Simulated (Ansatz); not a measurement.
Consider the isomerisation: `C=C=C(O)[SiH3]` → `[SiH3]OC1=CC1`.

Program: Ansatz. Geometries: PBE0-D4/def2-TZVP. ΔE: electronic, gas phase. CCSD(T)/CBS is the MP2 limit (def2-TZVPP, def2-QZVPP) plus CCSD(T) − MP2 in def2-TZVPP, frozen cores. DFT in def2-TZVPP. Each species was taken in one conformer, which may not be the lowest.

CCSD(T)/CBS gives -2.2 kJ/mol.

(1) Another level gave -6.0 kJ/mol. Which?
A. CCSD/def2-TZVPP
B. B2PLYP/def2-TZVPP
C. SCS-MP2/def2-TZVPP
D. PBE-D4/def2-TZVPP

Largest T1 diagnostic among the species: 0.013.

Answers

(1) A. CCSD/def2-TZVPP -6.0, B2PLYP -0.3, PBE-D4 6.7, SCS-MP2/def2-TZVPP -14.4 kJ/mol.

From PBE to PBE0 (25 % exact exchange), in def2-TZVPP and without D4, ΔE moves by −12.1 kJ/mol.
